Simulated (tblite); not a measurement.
Run record: nudged-elastic-band run, `C=CCC[C@@H](C)F`.

Computed with GFN2-xTB (tblite), gas phase: nudged elastic band of 9 images (0 to 8), spring 0.2 eV/Å², climbing image at the end, force threshold 0.05 eV/Å. No saddle search or frequency run followed, so the top image need not be a first-order saddle, and its height can exceed the method's true barrier by a kcal/mol or more. The command runs a driver script over a list of jobs; the input below is this job's line of settings and its coordinates in Å. «atoms» counts from 0 and names the dihedral (C3–C4–C5–F7 when counted from 1); «turn» is the rotation in degrees that makes the guess of the end point.

Command:
```bash
OMP_NUM_THREADS=1 python probes_run.py task.json out
```

Input:
```
{"job": {"kind": "neb", "xc": "GFN2-xTB", "basis": "xTB", "atoms": [2, 3, 4, 6], "turn": 120}, "charge": 0, "multiplicity": 1}
C     -3.220575     0.058943    -0.416068
C     -2.021800     0.001331    -0.964020
C     -0.809986     0.692751    -0.427531
C      0.285884    -0.318945    -0.076589
C      1.541725     0.353611     0.468284
C      2.607114    -0.647204     0.888597
F      2.073251     1.172093    -0.517379
H     -4.065743    -0.460621    -0.834474
H     -3.410538     0.637281     0.473764
H     -1.858708    -0.587462    -1.857749
H     -0.419532     1.380126    -1.182808
H     -1.074348     1.273090     0.458685
H      0.554038    -0.887600    -0.969422
H     -0.085687    -1.015762     0.676319
H      1.291369     1.027477     1.298811
H      2.237347    -1.257515     1.706973
H      3.503456    -0.123977     1.211880
H      2.863973    -1.291299     0.051069
```

What does the run print?

```
image   E - E0 / eV
  0       0.0000
  1       0.0170
  2       0.0639
  3       0.1178
  4       0.1474
  5       0.1362
  6       0.0931
  7       0.0531
  8       0.0342
```

Read off the barriers.

The highest image is 4: 0.147 eV (3.40 kcal/mol) above the start and 0.113 eV (2.61 kcal/mol) above the end. The band met its force threshold.

Which dihedral does each image have?

0: -63°, 1: -49°, 2: -34°, 3: -17°, 4: -1°, 5: 16°, 6: 32°, 7: 48°, 8: 63°.

Give the geometry of the highest image and of the end point.

Image 4:
```
atom  x, y, z in Å
C1     -3.168    0.277   -0.676
C2     -1.958   -0.169   -0.953
C3     -0.704    0.510   -0.510
C4      0.140   -0.410    0.379
C5      1.430    0.271    0.877
C6      2.678   -0.484    0.448
F7      1.521    1.561    0.378
H8     -4.059   -0.228   -1.006
H9     -3.316    1.183   -0.111
H10    -1.823   -1.082   -1.521
H11    -0.110    0.783   -1.387
H12    -0.947    1.426    0.032
H13     0.405   -1.304   -0.190
H14    -0.456   -0.726    1.236
H15     1.412    0.400    1.967
H16     2.665   -1.481    0.878
H17     3.571    0.037    0.784
H18     2.710   -0.557   -0.637
```

Image 8:
```
atom  x, y, z in Å
C1     -2.970    0.437   -0.901
C2     -1.897   -0.329   -0.860
C3     -0.512    0.163   -0.579
C4      0.030   -0.461    0.712
C5      1.392    0.092    1.132
C6      2.491   -0.082    0.095
F7      1.258    1.444    1.411
H8     -3.949    0.036   -1.103
H9     -2.913    1.501   -0.737
H10    -1.981   -1.396   -1.025
H11     0.136   -0.110   -1.416
H12    -0.514    1.249   -0.479
H13     0.120   -1.542    0.599
H14    -0.680   -0.263    1.520
H15     1.692   -0.369    2.084
H16     2.580   -1.130   -0.175
H17     3.439    0.262    0.502
H18     2.268    0.503   -0.793
```

The run took 3.0 s wall on one thread of an Arm Neoverse V1, shared host with 32 logical CPUs at a one-minute load of 11, and the process peaked at 0.19 GiB of memory.
